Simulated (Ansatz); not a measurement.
`[Cl][Ga]([Cl])[Br]` + `CNC` → `C[N](C)[Ga]([Cl])[Cl]` + HBr at 298.15 K and 1 bar (ligand exchange at a Ga–Br bond).

Program: Ansatz. Geometries: PBE0-D4/def2-TZVP. ΔE: electronic, gas phase. CCSD(T)/CBS adds triple-zeta CCSD(T) − MP2 to the extrapolated MP2 energy (def2 sets, frozen cores). For Br, Ga outer-core shells are correlated without core-valence functions, which leaves a few kJ/mol of doubt a bond. Scalar relativity is left out up to krypton. One conformer a species, not always the lowest.

```
                species  CCSD(T)/CBS energy (Eh)  H − E (kJ/mol)  S (J/(mol·K))
   `[Cl][Ga]([Cl])[Br]`              -5416.98025            27.2          346.5
                  `CNC`               -135.00321           256.9          271.4
`C[N](C)[Ga]([Cl])[Cl]`              -2978.03927           249.3          397.1
                    HBr              -2573.91920            24.6          198.6
```

H − E and S are ideal-gas, rigid-rotor, harmonic terms from PBE0-D4/def2-TZVP, for one conformer and one mirror image of each species. 1 Eh = 2625.50 kJ/mol, R = 8.31446 J/(mol·K).

Q: By hand: ΔE, ΔH, ΔS and ΔG.

A: ΔE = (-2978.03927) + (-2573.91920) − (-5416.98025) − (-135.00321) = 0.02499 Eh = 65.6 kJ/mol. Δ(H − E) = 249.3 + 24.6 − 27.2 − 256.9 = -10.2, so ΔH = 55.4 kJ/mol. ΔS = 397.1 + 198.6 − 346.5 − 271.4 = -22.2 J/(mol·K). ΔG = 55.4 − 298.15 × (-22.2)/1000 = 62.0 kJ/mol.

Q: By hand: the equilibrium constant, and the temperature at which ΔG would vanish if ΔH and ΔS stayed fixed.

A: log₁₀ K = −ΔG/(RT ln 10) = -10.9. ΔH and −TΔS have one sign here, so there is no such temperature.

ΔH outweighs TΔS. A doubt of 5 kJ/mol in ΔE shifts log₁₀ K by 0.9 here. Other conformers and mirror images would add mixing entropy, several J/(mol·K) or more a flexible species. These are equilibria of isolated gas molecules and say nothing of rates. Largest T1 diagnostic: 0.012 (customary marks: 0.02 for closed shells, 0.045 for open ones).
